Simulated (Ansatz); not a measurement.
Input file for Ansatz (an electronic-structure program): U-PBE/cc-pV(T+d)Z on BClFH (SMILES FBCl), a point of a bond scan (R = 1.578 Å). Files ending in .json are basis or fitting sets from the Basis Set Exchange.

Ansatz 0.2 input:
```yaml
crystal:
  periodic: [false, false, false]
  atoms:
    - {symbol: B, position_ang: [-0.07933766, -0.65470035, 0.43067308]}
    - {symbol: H, position_ang: [-0.79951848, -1.57852358, 0.61104942]}
    - {symbol: F, position_ang: [1.25492195, -0.51049255, 1.26095663]}
    - {symbol: Cl, position_ang: [-0.47627655, 0.56839823, -0.75691760]}
basis:
  gaussian:
    orbitals: cc-pV_T+d_Z.json
hamiltonian:
  xc: {name: PBE}
magnetization: {spin_polarized: true, initial_magnetization: 0}
```

Output:

```
WARN ansatz: RAYON_NUM_THREADS=1 ignored (pool sized by the plan → 1); use --threads N
Functional definition: PBE
integrals: 0.03 GiB planned
735 factors; their error is unknown
mean field: 0.33 GiB planned
mean field evaluation 1: about -15924.8745 eV, gradient 2.3e1 eV
mean field evaluation 2: about -15915.2522 eV, gradient 6.0e1 eV
mean field evaluation 4: about -15926.6339 eV, gradient 3.8e0 eV
mean field evaluation 8: about -15926.6835 eV, gradient 1.8e-1 eV
mean field evaluation 16: about -15926.6836 eV, gradient 1.5e-5 eV
mean field -15926.68358482 eV, -585.2948262481 hartree, gradient 1.5e-5 eV, S^2 0.000000; 0 other end points of the search recorded, 0 dependent functions left out
reference -15926.68361503 eV, -585.2948273583 hartree; 16, 16 occupied and 97, 97 virtual orbitals, 735 factors
Total energy: -15926.68361503 eV, -585.2948273583 hartree
```

Self-consistency was reached.

Cost: very roughly 1.1 core-seconds.
